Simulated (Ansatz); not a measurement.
System: trichloro(ethoxy)germane, C₂H₅Cl₃GeO, net charge 0, singlet state. 
Structure (B3LYP-D3(BJ)/def2-TZVP (Ansatz, an electronic-structure program) minimum search):
```
O
C 1 1.4409
H 2 1.0939 1 109.53
H 2 1.0939 3 108.23 1 -119.35
C 2 1.5119 3 110.83 4 -121.73
H 5 1.0903 2 110.58 3 -59.77
H 5 1.0903 6 108.55 2 121.47
H 5 1.0919 6 108.59 7 117.88
Ge 1 1.7503 2 120.27 3 -59.27
Cl 9 2.1272 1 106.76 2 180.00
Cl 9 2.1460 1 110.71 2 -59.87
Cl 9 2.1460 1 110.71 2 59.87
```

Wanted: atomisation energy (electronic, to ground-state atoms), in kcal/mol. Cores are frozen in the correlated levels unless marked. Open shells are spin-unrestricted. Spin-orbit coupling is left out. Frozen are the shells of the preceding noble gas and the d and f shells that filled before the atom's block. Non-relativistic. The coupled-cluster limit lacks core correlation, which all-electron functionals hold. Basis-set limits of correlation are two-point, X^-3; Hartree-Fock from the larger set.

```
level                                      program  atomisation energy (kcal/mol)
----------------------------------  --------------  -----------------------------
B3LYP-D4/def2-TZVPD                 Ansatz + dftd4                            [?]
PBE0-D3(BJ)/def2-TZVPD              Ansatz + dftd3                         1035.6
PBE0/def2-TZVP                              Ansatz                         1028.0
CAM-B3LYP-D4/def2-TZVPD             Ansatz + dftd4                            [?]
SCS-MP2/6-31G                               Ansatz                          837.3
CCSD/def2-SVP                               Ansatz                          960.1
CCSD/def2-TZVPPD                            Ansatz                            [?]
CCSD(T)/CBS(def2-TZVPP,def2-QZVPP)          Ansatz                         1036.8
```

Problem. Complete the blanks.

Solution. 
- B3LYP-D4/def2-TZVPD, atomisation energy (kcal/mol): 1022.2
- CAM-B3LYP-D4/def2-TZVPD, atomisation energy (kcal/mol): 1027.2
- CCSD/def2-TZVPPD, atomisation energy (kcal/mol): 991.6
